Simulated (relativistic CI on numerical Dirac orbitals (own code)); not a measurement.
Ligand-field terms of d8

Computed with a parametric ligand-field model of a d^n configuration (Racah B and C, spin-orbit zeta, crystal field), exact diagonalisation.

Field parameters in Wybourne normalisation: Td as Oh with Dq negative (B⁴₀ = 21Dq, B⁴₄ = √(5/14) B⁴₀). The field is a parameter set, without covalency.

Problem. Ground term and bands for B = 590, C = 2560, ζ = 0 cm⁻¹, Td, 10Dq = -9090 cm⁻¹?

Solution. Ground term 3T1 with 3.95 electrons in the two orbitals of the cubic e set. Spin-allowed: 3T2 8143 cm⁻¹ (1228 nm), 3T1 16046 cm⁻¹ (623 nm), 3A2 17233 cm⁻¹ (580 nm). Lowest spin-forbidden: 1T2 9017 cm⁻¹ (1109 nm), 1E 9249 cm⁻¹ (1081 nm), 1A1 18029 cm⁻¹ (555 nm).

Problem. Ground term and bands for B = 590, C = 2560, ζ = 0 cm⁻¹, Td, 10Dq = -2180 cm⁻¹?

Solution. Ground term 3T1 with 3.86 electrons in the two orbitals of the cubic e set. Spin-allowed: 3T2 1818 cm⁻¹, 3A2 3998 cm⁻¹ (2501 nm), 3T1 10307 cm⁻¹ (970 nm). Lowest spin-forbidden: 1T2 8670 cm⁻¹ (1153 nm), 1E 9173 cm⁻¹ (1090 nm), 1T2 13056 cm⁻¹ (766 nm).

Problem. Ground term and bands for B = 590, C = 2560, ζ = 0 cm⁻¹, Td, 10Dq = -5370 cm⁻¹?

Solution. Ground term 3T1 with 3.92 electrons in the two orbitals of the cubic e set. Spin-allowed: 3T2 4667 cm⁻¹ (2143 nm), 3A2 10037 cm⁻¹ (996 nm), 3T1 12814 cm⁻¹ (780 nm). Lowest spin-forbidden: 1T2 8972 cm⁻¹ (1115 nm), 1E 9331 cm⁻¹ (1072 nm), 1T2 15262 cm⁻¹ (655 nm).

Problem. Ground term and bands for B = 590, C = 2560, ζ = 0 cm⁻¹, Td, 10Dq = -6960 cm⁻¹?

Solution. Ground term 3T1 with 3.93 electrons in the two orbitals of the cubic e set. Spin-allowed: 3T2 6138 cm⁻¹ (1629 nm), 3A2 13098 cm⁻¹ (763 nm), 3T1 14166 cm⁻¹ (706 nm). Lowest spin-forbidden: 1T2 9009 cm⁻¹ (1110 nm), 1E 9302 cm⁻¹ (1075 nm), 1T2 16577 cm⁻¹ (603 nm).

Problem. Ground term and bands for B = 590, C = 2560, ζ = 0 cm⁻¹, Td, 10Dq = -5900 cm⁻¹?

Solution. Ground term 3T1 with 3.92 electrons in the two orbitals of the cubic e set. Spin-allowed: 3T2 5154 cm⁻¹ (1940 nm), 3A2 11054 cm⁻¹ (905 nm), 3T1 13259 cm⁻¹ (754 nm). Lowest spin-forbidden: 1T2 8989 cm⁻¹ (1113 nm), 1E 9323 cm⁻¹ (1073 nm), 1T2 15690 cm⁻¹ (637 nm).
